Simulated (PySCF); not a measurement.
SMILES CC(C)(C)[SiH2][SiH2][SiH3] (GFN2-xTB optimised geometry):

```
23

C     -0.935    -1.539    -1.244
C     -0.443    -0.801     0.000
C      1.084    -0.801     0.000
C     -0.940    -1.540     1.242
Si    -1.106     1.004     0.000
Si    -0.364     2.192     1.847
Si     1.920     2.534     2.035
H     -2.022    -1.570    -1.272
H     -0.587    -1.044    -2.149
H     -0.566    -2.565    -1.255
H      1.472    -0.274    -0.870
H      1.479    -0.320     0.894
H      1.467    -1.823    -0.029
H     -0.585    -2.571     1.243
H     -0.582    -1.060     2.152
H     -2.028    -1.559     1.272
H     -0.654     1.617    -1.262
H     -2.570     0.909    -0.126
H     -0.860     1.566     3.087
H     -1.049     3.495     1.845
H      2.570     2.571     0.720
H      2.583     1.463     2.786
H      2.282     3.782     2.712
```

Method: PySCF with PBE0/def2-SVP.

### Question
What are the frontier orbital energies and the dipole moment?

### Answer
HOMO-2 -8.77 eV, HOMO-1 -8.33 eV, HOMO -7.75 eV, LUMO -0.34 eV, LUMO+1 0.08 eV; dipole moment 0.79 D.

Meta-Löwdin charges at PBE0/def2-SVP: C1 -0.30, C2 -0.12, C3 -0.30, C4 -0.30, Si5 0.37, Si6 0.08, Si7 0.22, H8 0.10, H9 0.10, H10 0.09, H11 0.10, H12 0.09, H13 0.10, H14 0.09, H15 0.09, H16 0.10, H17 -0.09, H18 -0.08, H19 -0.06, H20 -0.06, H21 -0.08, H22 -0.07, H23 -0.07.
